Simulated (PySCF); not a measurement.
Species: C2H9ClOSi2.
Structure used (PBE0-D3(BJ)/def2-SVP), in Å, numbered top down from 1:
```
atom  x, y, z in Å
C1     2.3329    0.3314   -0.0413
Si2    1.2263   -1.1656   -0.1736
O3    -0.2288   -0.7649   -0.8861
Si4   -1.5234    0.2530   -0.8684
C5    -2.1754    0.4325    0.8957
Cl6   -0.8796    1.0753    1.9586
H7     3.2980    0.0588    0.4150
H8     2.5328    0.7626   -1.0342
H9     1.8599    1.1016    0.5866
H10    0.9674   -1.7608    1.1721
H11    1.8502   -2.2069   -1.0425
H12   -2.6084   -0.3270   -1.7126
H13   -1.1493    1.6066   -1.3728
H14   -2.4968   -0.5334    1.3124
H15   -3.0270    1.1278    0.9481
```

Method used: PySCF, TDDFT CAM-B3LYP/def2-SVPD, vertical, gas phase, core orbitals frozen in the response.

Transition dipole moments from the ground state, in atomic units and in the frame of the coordinates above (overall signs are arbitrary), for the states with f of 0.002 or more among the lowest 6:

```tsv
state	E (hartree)	μx	μy	μz
S1	0.2466	0.063	-0.114	-0.338
S2	0.2634	-0.041	0.143	-0.026
S3	0.2771	0.060	-0.145	-0.106
S4	0.2813	-0.107	0.053	-0.190
S5	0.2854	0.189	0.011	0.244
S6	0.2986	0.132	0.127	-0.065
```

**Question.** What oscillator strength does each state have?

**Answer.** f = (2/3) ΔE |μ|² with ΔE in hartree (27.2114 eV).

```
state  |μ|² (au)  |μ| (D)      f
   S1      0.131     0.92  0.022
   S2      0.023     0.38  0.004
   S3      0.036     0.48  0.007
   S4      0.050     0.57  0.009
   S5      0.095     0.78  0.018
   S6      0.038     0.49  0.008
```

**Question.** Which bond between heavy atoms lies closest to the direction of the S1 transition dipole?

**Answer.** Si4–C5, at 16° from it; next C5–Cl6 at 57°.

**Question.** What angle do the transition dipoles of S1 and S5 make?

**Answer.** |cos θ| = |μa·μb| / (|μa| |μb|) = 0.64, so θ ≈ 50° (taken between 0 and 90°, since the signs are arbitrary).

**Question.** What peak molar absorption coefficient would the strongest computed level give as a lone Gaussian band 0.5 eV wide at half height?

**Answer.** ε(max) = 2.175×10⁸ f / FWHM, with the width in cm⁻¹. S1: 2.175×10⁸ × 0.0215 / 4033 ≈ 1200 L mol⁻¹ cm⁻¹.

One conformer stands for the species.

Without π bonds the low states may be Rydberg-like; a valence basis with one diffuse set may place them up to an eV too high.
